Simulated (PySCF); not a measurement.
Calculated NMR parameters of Bc1ccccc1B(F)F

- Formula: C6H6B2F2
- SMILES: Bc1ccccc1B(F)F
- Point group of the computed structure: Cs
- Carbon signals: 6
- Proton signals: 5

Atom-mapped SMILES (the numbers label the heavy atoms): `[BH2:1][c:2]1[cH:3][cH:4][cH:5][cH:6][c:7]1[B:8]([F:9])[F:10]`; H(Xn) means a hydrogen on atom n.

Theoretical values (PySCF 2.14.0 with density-fitted response routines): geometry: PBE0-D3(BJ)/def2-SVP, HF/pcSseg-1 with gauge-including orbitals, B3LYP/pcJ-1 coupling constants (spin–dipole term only in couplings to heteroatoms). One conformer, isolated molecule, non-relativistic, rapidly exchanging positions averaged.

Chemical shifts δ = σref − σ; ¹H and ¹³C vs TMS; CFCl3 for ¹⁹F; ¹¹B against BF3·OEt2, all at this level.

| carbon | δC, type | δH (multiplicity, J in Hz) | HMBC from (abs. J ≥ 3 Hz) | span of the C tensor (ppm) |
| --- | --- | --- | --- | --- |
| C2 | 172.7, C | – | H(C6), H(C4), H(C3) | 280 |
| C3 | 128.2, CH | 7.30 (dt, 8.5, 1.1) | H(C5) | 247 |
| C4 | 146.4, CH | 7.92 (t, 8.4) | H(C6) | 266 |
| C5 | 130.1, CH | 7.39 (tt, 8.3, 1.1) | H(C3) | 241 |
| C6 | 146.6, CH | 8.24 (d, 8.4) | H(C4) | 274 |
| C7 | 121.5, C | – | H(C6), H(C5), H(C3) | 229 |

Other nuclei:
```json
{"atoms": "H(B1)", "nucleus": "¹H", "environment": "hydrogen on a boron bonded to C", "δ (ppm)": "6.85", "σ (ppm)": "24.84"}
{"atoms": "F9/F10", "nucleus": "¹⁹F", "environment": "fluorine bonded to B", "δ (ppm)": "-71.7", "σ (ppm)": "318.0"}
{"atoms": "B1", "nucleus": "¹¹B", "environment": "boron bonded to C, 2 H", "δ (ppm)": "61.6", "σ (ppm)": "53.7"}
{"atoms": "B8", "nucleus": "¹¹B", "environment": "boron bonded to C, 2 F", "δ (ppm)": "28.0", "σ (ppm)": "87.3"}
```

Selected couplings (Hz, signed; the shortest-range and largest first, 30 at most; isotopes ¹³C, ¹H, ¹¹B, ¹⁹F): ¹J(C5,H(C5)) 169.3, ¹J(C6,H(C6)) 168.0, ¹J(C3,H(C3)) 166.7, ¹J(C4,H(C4)) 165.9, ¹J(B1,H(B1)) 146.1, ¹J(B8,F9) -128.2, ¹J(C7,B8) 106.2, ¹J(B1,C2) 66.7, ²J(C7,F9) 37.3, ²J(B1,C3) 6.2, ²J(C6,B8) 4.9, ²J(C2,B8) 3.8, ²J(B1,C7) 1.9, ³J(H(C3),H(C4)) 8.5, ³J(H(C5),H(C6)) 8.4, ³J(H(C4),H(C5)) 8.3, ³J(C6,F9) 6.6, ³J(C5,B8) 5.1, ³J(B1,C4) 4.7, ³J(B8,H(C6)) 4.5, ³J(C3,B8) 4.5, ³J(B1,H(C3)) 4.4, ³J(C2,F9) 3.9, ³J(B1,C6) 3.2, ³J(B1,B8) 1.9, ⁴J(B8,H(C5)) 1.2, ⁴J(H(B1),H(C3)) -1.1.

δC 172.7, 121.5: substituted aromatic carbon. δC 146.6, 146.4, 130.1, 128.2: aromatic CH. δH 8.24, 7.92, 7.39, 7.30: hydrogen on an aromatic CH; aromatic region. δH 6.85: hydrogen on a boron bonded to C. The protons at 7.30 and 7.92 share a coupling of 8.5 Hz (vicinal, an ortho-type coupling). The protons at 7.39 and 8.24 share a coupling of 8.4 Hz (vicinal, an ortho-type coupling). The protons at 7.92 and 7.39 share a coupling of 8.3 Hz (vicinal, an ortho-type coupling).

Hydrogens on boron are broadened and split by ¹¹B (spin 3/2, 80 %) and 10B (spin 3). A carbon bonded to boron is broadened by the quadrupolar boron nucleus and is often missing from a measured spectrum. C–F couplings over four or more bonds (about 3 Hz to the para carbon of a fluoroarene) are left out. Multiplet labels drop couplings under 1 Hz and merge nearly equal ones. Unscaled 3J(H,H) at this level run about 10 % above measured values. Shifts are as computed. Against solution values, carbons near 30 ppm lie about -0 ppm off and those near 130 ppm about +7 ppm. Of 1313 compounds with measured shifts, 239 miss one by over three times the rms of a fit or turn the order of signals round; such compounds aren't used in these exercises. Unscaled 19F shifts against computed CFCl3 carry errors that often reach 10 to 50 ppm.
